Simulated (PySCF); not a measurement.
C6H14OSi.
Geometry (GFN2-xTB, Å), atoms numbered from 1 in this order:
```
atom  x, y, z in Å
Si1    3.2402    0.8674   -0.0254
O2     1.7893    0.1908   -0.2407
C3     1.2026   -0.9106    0.3856
C4    -0.3214   -0.8236    0.3119
C5    -0.8786    0.4367    0.9912
C6    -2.1430    0.8275    0.2042
C7    -2.2732   -0.2053   -0.9228
C8    -0.8543   -0.7277   -1.1180
H9     3.1202    1.9732   -0.9608
H10    3.4244    1.2988    1.3653
H11    4.3268   -0.0625   -0.3508
H12    1.5162   -0.9629    1.4359
H13    1.5450   -1.8262   -0.1145
H14   -0.7288   -1.7186    0.7936
H15   -0.1350    1.2307    0.9262
H16   -1.0917    0.2584    2.0448
H17   -2.0317    1.8280   -0.2132
H18   -3.0284    0.8316    0.8391
H19   -2.9227   -1.0246   -0.6088
H20   -2.6877    0.2261   -1.8329
H21   -0.2543   -0.0045   -1.6710
H22   -0.8246   -1.6834   -1.6405
```

Definitions: NICS(0) = −σiso at the ring centroid; NICS(1) = −σiso and NICS(1)zz = −σzz at ±1 Å along the ring normal z. Level: GIAO PBE0/pcSseg-1 (PySCF, non-relativistic, gas phase) on the GFN2-xTB geometry, one conformer.

Ring bond lengths (Å), with Mayer bond orders in brackets: C4–C5 1.536 (1.00), C5–C6 1.540 (1.04), C6–C7 1.534 (1.04), C7–C8 1.525 (1.04), C8–C4 1.529 (0.99).

Question: What do the NICS probes read (ppm)?

Answer: 
| ring | type | NICS(0) | NICS(1), two faces | NICS(1)zz, two faces | rms pucker (Å) | centre to ring atoms, mean (Å) |
| --- | --- | --- | --- | --- | --- | --- |
| C4–C5–C6–C7–C8 | 5-membered carbocycle; formal bonds all single | -5.6 | -3.6 / -4.2 | -3.8 / -3.1 | 0.18 | 1.28 |

Question: What can be read from them?

Answer: 
- C4–C5–C6–C7–C8: mean NICS(1)zz -3.5 ppm, shielded. C4, C5, C6, C7, C8 have four or more neighbours, and the NICS criterion for π rings isn't applied.

Question: Give the inner angles of the rings and the Hirshfeld charges of the ring atoms.

Answer: 
- C4–C5–C6–C7–C8: C4 103.6° (-0.027 e), C5 106.3° (-0.075 e), C6 105.9° (-0.069 e), C7 104.2° (-0.070 e), C8 103.1° (-0.076 e); sum 523.1° against 540° for a flat convex ring.

The run took 54 s wall (grids of density and orbitals included) on an Intel Xeon Platinum 8488C with one thread, shared host with 192 logical CPUs at a one-minute load of 64, and the process peaked at 0.92 GiB of memory. This is the whole shielding run at PBE0/pcSseg-1, SCF included.
